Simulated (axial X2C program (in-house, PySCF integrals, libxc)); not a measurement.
**Which molecule has these constants?**

Calculated with an in-house all-electron X2C program for linear molecules (integrals from PySCF), spin-free (one-electron X2C) or two-component (2c: spin–orbit coupling with atomic mean-field Coulomb and Gaunt terms, which also bring small scalar terms), in Dyall basis sets with cores contracted in-house; open shells are unrestricted.

A two-component CCSD(T) calculation in a Dyall 3-zeta basis gave Re = 2.659 Å, ωe = 274.5 cm⁻¹, De = 3.41 eV, Ω = 1/2.

Task: Which molecule is it?
A. SrBr
B. BeBr
C. CaBr
D. MgBr

Result: C. The others have MgBr 2.367 Å and 372.5 cm⁻¹ (Ω = 1/2); BeBr 1.962 Å and 719.4 cm⁻¹ (Ω = 1/2); SrBr 2.804 Å and 206.9 cm⁻¹ (Ω = 1/2).

Frozen shells (counts by l): CaBr Br 3s2p1d, Ca 3s2p, 9 electrons correlated; MgBr Br 3s2p1d, Mg 2s1p, 9 electrons correlated; BeBr Br 3s2p1d, Be 1s, 9 electrons correlated; SrBr Sr 4s3p1d, Br 3s2p1d, 9 electrons correlated. Coupled cluster in natural virtuals with an MP2 remainder. Where the outer core of a metal is frozen, bonds come out longer and ionisation energies lower.

Each entry is the lowest single determinant of a limited PBE0 search at one distance. De goes to single-determinant-based atoms at the same level (for ions the charge split of lowest energy) and is withheld (n/a) where an atom does not fit its ground term or J level. Main or longest-lived isotopes.
